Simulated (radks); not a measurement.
Q: Calculated with a radial shooting solver on a logarithmic mesh with Libxc functionals: scalar-relativistic Kohn-Sham, exchange-only LDA, spin-polarised, spherical densities, finite nucleus; open shells are filled with parallel spins first (spin-orbit coupling, left out, can overturn this in heavy ions); Fermi nuclear charge, rms radius of each element as measured or else 0.836 A^(1/3) + 0.57 fm. Response by self-consistent Sternheimer equations with the Hartree and adiabatic exchange-only LDA kernel, the relativistic mass of each level held fixed and spin-orbit coupling left out. For heavy and open-shell atoms this level of theory can miss by tens of per cent. Estimate the static dipole polarisabilities of Co+ ([Ar] 3d8) and Dy+ ([Xe] 4f10 6s1) and the C6 coefficients of the three pairs.

A: alpha = 11.80 and 68.35 bohr^3; C6 = 42.57 (Co+-Co+), 143.5 (Co+-Dy+), 567.0 (Dy+-Dy+) hartree bohr^6.
